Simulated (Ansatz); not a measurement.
The cluster AlCu₆⁻. Charge -1, multiplicity 1. Geometry PBE-D4/def2-SVPD.

```xyz
7

Cu    1.289    0.453    0.795
Cu   -1.195    0.820    0.632
Cu    0.342    1.653   -1.045
Cu   -0.309   -1.205    1.547
Cu   -1.845    0.967   -1.689
Cu    1.775   -1.906    0.637
Al   -0.057   -0.782   -0.876
```

The restricted singlet is unstable towards broken spin symmetry in Hartree–Fock (as tested in another run); at LDA (SPW92)/def2-TZVPD, PBE-D4/def2-TZVPD, r2SCAN-D4/def2-TZVPD, r2SCANh-D4/def2-TZVPD and others this wasn't settled. The structure comes from a short search, and lower isomers may exist.

Problem. Estimate the orbital energies around the gap (eV) in Ansatz with LDA (SPW92)/def2-TZVPD, PBE-D4/def2-TZVPD, r2SCAN-D4/def2-TZVPD, r2SCANh-D4/def2-TZVPD, PBE0-D4/def2-TZVPD.

Solution. 
```
orbital  LDA (SPW92)/def2-TZVPD  PBE-D4/def2-TZVPD  r2SCAN-D4/def2-TZVPD  r2SCANh-D4/def2-TZVPD  PBE0-D4/def2-TZVPD
 HOMO−9                   -2.07              -1.81                 -1.92                  -2.61               -3.58
 HOMO−8                   -2.06              -1.81                 -1.91                  -2.60               -3.55
 HOMO−7                   -2.02              -1.77                 -1.88                  -2.56               -3.51
 HOMO−6                   -1.94              -1.69                 -1.80                  -2.48               -3.44
 HOMO−5                   -1.86              -1.61                 -1.70                  -2.36               -3.30
 HOMO−4                   -1.84              -1.59                 -1.69                  -2.29               -3.21
 HOMO−3                   -1.75              -1.50                 -1.60                  -2.26               -2.92
 HOMO−2                   -1.43              -1.21                 -1.26                  -1.58               -1.95
 HOMO−1                   -1.21              -0.98                 -1.04                  -1.30               -1.59
   HOMO                   -0.36              -0.16                 -0.18                  -0.32               -0.45
   LUMO                    0.57               0.78                  0.91                   1.19                1.51
 LUMO+1                    0.71               0.91                  1.01                   1.27                1.60
 LUMO+2                    0.97               1.13                  1.23                   1.45                1.72
 LUMO+3                    1.35               1.50                  1.59                   1.80                2.05
 LUMO+4                    1.52               1.68                  1.79                   2.02                2.29
 LUMO+5                    1.68               1.85                  1.96                   2.19                2.46
```
